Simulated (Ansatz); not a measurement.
System: dichloro-bis(ethenyl)silane, C$_{4}$H$_{6}$Cl$_{2}$Si, charge 0, multiplicity 1. 
Geometry from a B3LYP-D3(BJ)/def2-TZVP (Ansatz, an electronic-structure program) optimisation:
```xyz
13

C      2.2342    -1.5473     0.2595
C      1.7331    -0.4035    -0.2015
Si    -0.0326     0.1063     0.0022
Cl    -0.2512     1.1986     1.7431
Cl    -0.5048     1.3705    -1.5631
C     -1.2415    -1.2909     0.0629
C     -1.0421    -2.4738    -0.5141
H      1.6238    -2.2739     0.7834
H      3.2810    -1.8040     0.1386
H      2.3949     0.2904    -0.7126
H     -2.1763    -1.1151     0.5884
H     -1.7848    -3.2632    -0.4734
H     -0.1325    -2.7034    -1.0568
```

Total electronic energies in hartree. Valence correlation only, unless marked. Spin-orbit coupling is left out. No relativistic terms. CBS(X,Y): correlation extrapolated as X^-3; Hartree-Fock from the larger set. [CCSD(T)-MP2]/basis is that difference in the basis named.

```tsv
level	program	energy (Eh)
HF/6-31G*	Ansatz	-1362.92197
HF/aug-cc-pV(Q+d)Z	Ansatz	-1363.11427
RI-HF/cc-pV(Q+d)Z	Ansatz	-1363.11352
PBE-D3(BJ)/def2-TZVPD	Ansatz + dftd3	-1365.37345
BLYP/def2-TZVPD	Ansatz	-1366.01165
revPBE-D4/def2-TZVPD	Ansatz + dftd4	-1365.86155
r2SCAN-D4/def2-TZVPD	Ansatz + dftd4	-1365.92119
PBE0/6-31G*	Ansatz	-1365.32719
r2SCAN0-D4/def2-TZVPD	Ansatz + dftd4	-1365.89578
CAM-B3LYP/def2-TZVPD	Ansatz	-1366.03961
B2PLYP/def2-TZVPD	Ansatz	-1365.57283
MP2/STO-3G	Ansatz	-1348.21125
MP2/cc-pwCVTZ	Ansatz	-1364.24633
RI-MP2/CBS(aug-cc-pV(T+d)Z,aug-cc-pV(Q+d)Z)	Ansatz	-1364.4032
SCS-MP2/aug-cc-pV(D+d)Z	Ansatz	-1363.94322
SCS-MP2/cc-pV(T+d)Z	Ansatz	-1364.21741
CCSD/aug-cc-pV(D+d)Z	Ansatz	-1364.03354
CCSD(T)/aug-cc-pV(D+d)Z	Ansatz	-1364.07315
CCSD(T)/cc-pV(D+d)Z	Ansatz	-1364.00307
CCSD(T)/aug-cc-pV(T+d)Z	Ansatz	-1364.37641
RI-MP2/CBS(aug-cc-pV(T+d)Z,aug-cc-pV(Q+d)Z)+[CCSD(T)-MP2]/aug-cc-pV(D+d)Z	Ansatz	-1364.5144
RI-MP2/CBS(cc-pV(T+d)Z,cc-pV(Q+d)Z)+[CCSD(T)-MP2]/cc-pV(D+d)Z	Ansatz	-1364.5076
CCSD(T)/CBS(cc-pV(T+d)Z,cc-pV(Q+d)Z)	Ansatz	-1364.5183
```

Totals of different functionals don't rank their quality; only differences between species are comparable.
